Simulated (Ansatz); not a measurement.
Start from `[NH2][GaH][OH]` and change one atom or group to get `C[BH][Ga]([NH2])[OH]`.

Ansatz, PBE0-D4/def2-TZVP geometries, multiplicity 1. Each molecule was computed in one conformer, which needn't be the lowest.

Scalar relativity is left out up to krypton.

```tsv
property	`[NH2][GaH][OH]`
HOMO–LUMO gap (ωB97M-V/def2-TZVPP) / eV	11.38
HOMO energy (PBE0/def2-TZVPP) / eV	-7.40
size of the dipole moment (PBE/def2-TZVPP) / D	2.32
zero-point energy (PBE0-D4/def2-TZVP) / kJ/mol	119.6
HOMO–LUMO gap (B3LYP/def2-TZVPP) / eV	6.78
LUMO energy (B3LYP/def2-TZVPP) / eV	-0.37
```

**Question.** Give the same properties after the change, and the shifts. (Best estimate.)

**Answer.** The calculation gave: 
```json
{"property": "HOMO–LUMO gap (ωB97M-V/def2-TZVPP) / eV", "`C[BH][Ga]([NH2])[OH]`": "9.55", "shift": "-1.83"}
{"property": "HOMO energy (PBE0/def2-TZVPP) / eV", "`C[BH][Ga]([NH2])[OH]`": "-7.05", "shift": "0.35"}
{"property": "size of the dipole moment (PBE/def2-TZVPP) / D", "`C[BH][Ga]([NH2])[OH]`": "1.91", "shift": "-0.41"}
{"property": "zero-point energy (PBE0-D4/def2-TZVP) / kJ/mol", "`C[BH][Ga]([NH2])[OH]`": "228.1", "shift": "108.5"}
{"property": "HOMO–LUMO gap (B3LYP/def2-TZVPP) / eV", "`C[BH][Ga]([NH2])[OH]`": "4.78", "shift": "-2.00"}
{"property": "LUMO energy (B3LYP/def2-TZVPP) / eV", "`C[BH][Ga]([NH2])[OH]`": "-2.03", "shift": "-1.66"}
```

With PBE0 the HOMO rises by 0.35 eV and the LUMO falls by 1.73 eV, so the gap narrows by about 2.08 eV. PBE moves the HOMO by 0.33 eV and ωB97M-V by 0.36 eV. The zero-point energy changes by 108.5 kJ/mol with +15 modes. Dipoles are sizes alone; their direction can turn.

B3LYP here is the variant with VWN-RPA as its local correlation; programs differ in this.
